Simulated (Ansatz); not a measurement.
Reaction (substitution at a C–Si bond): `CC[SiH2]CS` + `C[Si](O)(F)Cl` → `CCO[Si](C)(F)Cl` + `[SiH3]CS`

Isolated molecules relaxed with PBE0-D4/def2-TZVP in Ansatz; ΔE leaves out vibrations. CCSD(T)/CBS adds triple-zeta CCSD(T) − MP2 to the extrapolated MP2 energy (def2 sets, frozen cores). Functionals use def2-TZVPP. B3LYP here is the variant with VWN-RPA as its local correlation; programs differ in this. Each species was taken in one conformer, which may not be the lowest.

```tsv
level	ΔE (kJ/mol)
B3LYP	63.0
CCSD(T)/def2-TZVPP	71.1
```

**Question.** What does CCSD(T)/CBS give? (Best estimate.)

**Answer.** Computed: +74.4 kJ/mol. The listed levels differ from it by -11.4, -3.3 kJ/mol.

Largest T1 diagnostic among the species: 0.011.

The D4 term adds +3.1 kJ/mol with B3LYP and +1.6 kJ/mol with PBE0; it sums over pairs of atoms, weighted by their polarisabilities, and B3LYP, whose exchange is more repulsive, gets the larger term. In def2-TZVPP, CCSD(T) changes the Hartree–Fock value by +17.0 kJ/mol (the triples alone add +1.4 kJ/mol) and MP2 by +24.7 kJ/mol.
